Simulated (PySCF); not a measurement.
Working out the excitation energy of N

N [He] 2s2 2p3 (4S) → N [He] 2s1 2p4 (4P). Computed with PySCF 2.14 in aug-cc-pVDZ-DK (4s3p2d, 23 functions), with the spin-free X2C one-electron Hamiltonian (Gaussian nucleus). Frozen: 1s2. Energies in hartree (1 hartree = 27.21139 eV):

```tsv
part	N (lower)	N (upper)
UHF	-54.422331	-54.017744
CCSD correlation	-0.092551	-0.096223
(T)	-0.001274	-0.003639
```

Q: What does Hartree-Fock give?

A: (-54.017744) − (-54.422331) = 0.404587 hartree = 11.009 eV.

Q: What do CCSD and CCSD(T) give?

A: The CCSD correlation energies differ by -0.003672 hartree = -0.100 eV and the triples by -0.002365 hartree = -0.064 eV, so CCSD gives 10.909 eV and CCSD(T) 10.845 eV.

Measured between the centres of the two terms (NIST): 10.927 eV, so CCSD(T) (valence) is off by -0.082 eV.

A double-zeta basis recovers only part of the correlation energy.

The coupled-cluster amplitudes are large, so a single reference is strained.

What remains against the reference includes basis incompleteness, the frozen core and higher excitations.
